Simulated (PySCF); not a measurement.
1,2,4-triazole cation (C₂H₃N₃), SMILES c1nc[nH]n1 (connectivity only; charge and spin as stated), charge +1, multiplicity 2. Atoms are numbered in the order given.

```xyz
8

C      0.0442     1.2078     0.0000
N      1.0839     0.3490     0.0000
C      0.6712    -0.9299     0.0000
N     -0.6593    -0.8642     0.0000
N     -1.0371     0.4377     0.0000
H      0.0629     2.3055     0.0000
H      1.3082    -1.8249     0.0000
H     -1.3755    -1.6051     0.0000
```
Charge +1, spin multiplicity 2.

Coordinates come from a PBE-D3(BJ)/def2-SVP optimisation. The spin state was assumed, not searched.

Method: PySCF 2.14.0 with PBE-D3(BJ)/def2-SVP.

Harmonic, unscaled wavenumbers; measured fundamentals usually lie a few per cent lower.

| mode | ν (cm⁻¹) | IR (km/mol) | moving atoms (share of kinetic energy) |
|---|---|---|---|
| 1 | 483 | 41.8 | N 53 %, C 38 %, H 9 % |
| 2 | 637 | 14.5 | N 65 %, H 18 %, C 17 % |
| 3 | 708 | 106.2 | H 90 %, N 8 % |
| 4 | 818 | 13.1 | H 82 %, C 16 % |
| 5 | 840 | 179.6 | N 69 %, C 23 %, H 8 % |
| 6 | 844 | 6.9 | H 68 %, C 28 % |
| 7 | 897 | 9.7 | N 66 %, C 24 %, H 10 % |
| 8 | 1031 | 30.4 | H 56 %, N 29 %, C 15 % |
| 9 | 1132 | 7.1 | H 75 %, N 14 %, C 11 % |
| 10 | 1168 | 0.1 | N 60 %, H 20 %, C 20 % |
| 11 | 1230 | 8.1 | H 59 %, C 25 %, N 15 % |
| 12 | 1293 | 1.5 | C 45 %, N 40 %, H 16 % |
| 13 | 1392 | 7.3 | N 46 %, C 32 %, H 22 % |
| 14 | 1475 | 32.6 | C 49 %, N 36 %, H 15 % |
| 15 | 1513 | 23.8 | N 44 %, C 34 %, H 22 % |
| 16 | 3204 | 66.6 | H 90 %, C 10 % |
| 17 | 3224 | 57.9 | H 90 %, C 10 % |
| 18 | 3476 | 235.8 | H 92 % |
